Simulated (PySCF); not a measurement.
The numbers are results of PBE0-D3(BJ)/def2-TZVP (PySCF), not measurements. Gas-phase values, no solvent. One relaxed conformer stands for a flexible species; it need not be the lowest. Delta-SCF ions had no search for a lower state. Excitations are Tamm–Dancoff values on a coarser integration grid. The basis has no diffuse functions, so Rydberg states are missing or too high.

Reference species (SMILES): `C=[SiH]N` (neutral, multiplicity 1).

- S1 excitation (TDA): 4.97 eV
- HOMO–LUMO gap: 5.77 eV
- vertical ionisation energy (Delta-SCF): 7.74 eV

Changed species: `C([SiH]=C)=S` (C–Si–C–S torsion 0°) (X = thioformyl; the reference has X = amino).

Problem. What does the change do to the S1 excitation (TDA), HOMO–LUMO gap and vertical ionisation energy (Delta-SCF)?

Solution. the S1 excitation (TDA) drops by 3.30 eV, to 1.67 eV; the HOMO–LUMO gap falls by 2.46 eV, to 3.31 eV; the vertical ionisation energy (Delta-SCF) rises by 0.80 eV, to 8.54 eV.
